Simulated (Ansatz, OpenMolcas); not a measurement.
Worked example: SiH2Br2 + C2H6 → SiH3Br + C2H5Br

Gas-phase species: SiH2Br2 (dibromosilane) `Br[SiH2]Br`, singlet; C2H6 (ethane) `CC`, singlet; SiH3Br `[SiH3]Br`, singlet; C2H5Br (bromoethane) `CCBr`, singlet. The partners trade Br for H: Si–Br and C–H bonds give way to Si–H and C–Br.

Shapes, held fixed at every level: PBE0-D4/def2-TZVP. Programs: Ansatz 0.2.0, OpenMolcas 26.06. The zero-point and thermal change to 298 K, harmonic and unscaled (PBE0-D4/def2-TZVP), is -7.1 kJ/mol.

At CCSD(T)/def2-TZVPP; 1 Eh = 2625.50 kJ/mol:

| species | energy (Eh) |
| --- | --- |
| SiH2Br2 | -5435.757435 |
| C2H6 | -79.675440 |
| SiH3Br | -2863.596019 |
| C2H5Br | -2651.785490 |

Work out ΔH(298 K) of the reaction at this level.


1. Products less reactants: (-2863.596019) + (-2651.785490) − [(-5435.757435) + (-79.675440)] = 0.051366 Eh = +134.9 kJ/mol.
2. With the thermal change: +134.9 + (-7.1) = +127.8 kJ/mol.

Other levels give +123.0 (B3LYP/6-31G* (Cartesian functions)) to +137.9 kJ/mol (r2SCAN0-D4/def2-TZVPP). No measured value is set beside it here. Relativity is left out for Br. Outer-core shells of Br are correlated, in sets that cover them unevenly.
